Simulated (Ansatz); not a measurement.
Correlation energies of C$_{4}$H$_{8}$BF, SMILES `C=CB(F)CC` by basis set

```xyz
14

C    -0.018   -1.787   -1.935
C    -0.210   -1.055   -0.837
B     0.577    0.260   -0.582
F     1.464    0.629   -1.516
C     0.433    1.199    0.661
C    -0.572    0.790    1.730
H     0.701   -1.483   -2.690
H    -0.561   -2.709   -2.127
H    -0.941   -1.401   -0.110
H     1.436    1.310    1.097
H     0.202    2.203    0.279
H    -1.584    0.721    1.321
H    -0.327   -0.186    2.156
H    -0.602    1.507    2.554
```

Charge 0, multiplicity 1. The structure was optimised at the PBE0-D4/def2-TZVP level. It is one conformer, not always the lowest. Frozen core, restricted reference, Ansatz 0.2.0. CBS rows extrapolate triple and quadruple zeta; past MP2 they add the triple-zeta difference.

| basis | HF (Eh) | MP2 corr. | CCSD corr. | (T) | CCSD(T) total |
| --- | --- | --- | --- | --- | --- |
| def2-TZVPP | -280.42128 | -1.01418 | -1.06317 | -0.04139 | -281.52584 |
| def2-QZVPP | -280.43386 | -1.08696 | – | – | – |
| CBS(def2) | -280.43560 | -1.14087 | -1.18986 | as TZ | -281.66685 |
